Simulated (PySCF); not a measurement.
Relaxation of quintet FeH₃⁻

Computed with UPBE0 in PySCF with Fe def2-TZVPD, H def2-TZVPD; no relativity; density-fitted integrals. A (50,194) grid was used.

A hand-made trigonal pyramidal start, of C3v symmetry, held to at least that symmetry:

Coordinates in bohr (charge -1 multiplicity 5):
```
Fe    0.0000    0.0000   -0.0673
H     2.4695    0.0000    1.2457
H    -1.2348    2.1386    1.2457
H    -1.2347   -2.1386    1.2457
```

Problem. What does it relax to?

Solution. It ends at D3h with Fe–H 1.704 Å (×3); H–Fe–H 120.0° (×3). A frequency run shows a minimum.

Problem. How much energy is released, and in how many steps?

Solution. 160.4 kJ/mol in 8 steps.

With open d or f shells other occupations or spin states may lie lower.

The relaxation took roughly 90 core-seconds on a shared host.
